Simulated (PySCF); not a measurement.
Potential energy of TlGe along the bond

Set-up: PySCF, scalar-relativistic core potentials, basis sets Tl cc-pVDZ-PP with ECP60, Ge cc-pVDZ-PP with ECP10. Energies in eV from Tl + Ge in their ground configurations at the same level. State: ⁴Σ⁻ (quartet), unpaired electrons σ ↑, π ↑↑.

```csv
R (Å),PBE0
2.356,-1.546
2.465,-1.865
2.575,-2.034
2.657,-2.091
2.739,-2.106
2.821,-2.088
2.931,-2.029
3.068,-1.917
3.232,-1.751
3.451,-1.507
```

Q: Put a parabola through the three lowest points of the PBE0 curve and estimate Re, k and ωe (reduced mass 54.33 u; 1 eV/Å² = 0.16022 mdyn/Å; ωe = 1302.8·√(k/μ) cm⁻¹).

A: Through R = 2.657, 2.739, 2.821 Å the second-order coefficient is 2.45 eV/Å², so Re ≈ 2.735 Å, k ≈ 0.786 mdyn/Å and ωe ≈ 157 cm⁻¹. A polynomial fit of higher order to the unrounded PBE0 energies gives Re = 2.731 Å, k = 0.776 mdyn/Å, ωe = 156 cm⁻¹; anharmonicity and rounding make the difference.

The higher-order fit for each curve: PBE0: Re = 2.731 Å, ωe = 156 cm⁻¹, De = 2.11 eV.

Spin–orbit coupling is left out, which matters for elements this heavy, above all for dissociation energies. The state is the lowest determinant that a PBE0 search found; another state may lie lower at other levels.
